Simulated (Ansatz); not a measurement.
Geometry optimisation, RKS CAM-B3LYP/def2-SVP (Ansatz 0.2.0).

The input (input.yaml):

```yaml
crystal:
  periodic: [false, false, false]
  atoms:
    - { symbol: B, position_ang: [0.0, 0.0, 0.0] }
    - { symbol: Cl, position_ang: [0.0, 0.0, 1.86] }
    - { symbol: F, position_ang: [1.1431, 0.0, -0.66] }
    - { symbol: C, position_ang: [-1.3856, 0.0, -0.8] }
    - { symbol: H, position_ang: [-1.9458, -0.9305, -0.5708] }
    - { symbol: H, position_ang: [-1.9898, 0.8797, -0.4946] }
    - { symbol: H, position_ang: [-1.1839, 0.0508, -1.8903] }
basis:
  gaussian: { orbitals: def2-SVP }
hamiltonian:
  xc: cam_b3lyp
relax:
  f_tol: 0.02
  max_steps: 40
```

Run as:

```bash
$ ansatz run input.yaml --threads 2 --pin off --max-ram 3072MiB --backend cpu --events-out ev --progress --plain --runs-dir out
```

Q: Where does it end, and by what steps?

A: The forces met the threshold. After 7 steps the energy has fallen by 0.155 eV; Cl2 moved furthest, 0.09 Å.

| step | energy less start (eV) | largest force component (eV/Å) | accepted |
| --- | --- | --- | --- |
| 0 | 0.0000 | 1.908 | yes |
| 1 | -0.1296 | 0.920 | yes |
| 2 | -0.1534 | 0.163 | yes |
| 3 | -0.1536 | 0.269 | yes |
| 4 | -0.1488 | 0.377 | no |
| 5 | -0.1547 | 0.050 | yes |
| 6 | -0.1549 | 0.148 | yes |
| 7 | -0.1552 | 0.003 | yes |

```xyz
7
Properties=species:S:1:pos:R:3
B -0.026 0.001 0.005
Cl 0.009 0.003 1.767
F 1.145 -0.009 -0.600
C -1.361 0.005 -0.796
H -1.937 -0.906 -0.564
H -1.993 0.852 -0.486
H -1.198 0.054 -1.881
```

Whether the end is a true minimum wasn't checked by a vibrational analysis.

Run time: 15 s on 2 threads of Arm Neoverse V1 (shared host), peak memory 0.19 GiB.
